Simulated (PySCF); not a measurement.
## Radial density of Ti (titanium, neutral)

TPSSh, [Ar] 3d2 4s2, high-spin 3F determinant. Calculation: PySCF 2.14, in aug-cc-pVDZ; the non-relativistic Hamiltonian (point nucleus).

```csv
r (bohr),4πr²ρ (e/bohr),4πr²(ρα − ρβ)
0.00124,0.1308,0.0000
0.00209,0.3565,0.0000
0.00351,0.9475,0.0000
0.00591,2.413,0.0001
0.00994,5.719,0.0002
0.0167,12.03,0.0005
0.0281,20.74,0.0008
0.0473,26.02,0.0008
0.0795,21.90,0.0006
0.134,20.60,0.0081
0.225,28.00,0.0630
0.379,15.88,0.3202
0.637,8.246,0.9387
1.07,9.162,1.2557
1.80,2.444,0.7192
3.03,0.8514,0.1647
5.10,0.2528,-0.0020
8.57,0.009555,-0.0014
14.4,2.570e-05,0.0000
```

Where is the radial spin density 4πr²(ρα − ρβ) most negative, and why is it negative at all?

Around r = 5.10 bohr, down to -0.0020 e/bohr: exchange with the open shell polarises the paired shells in an unrestricted calculation.
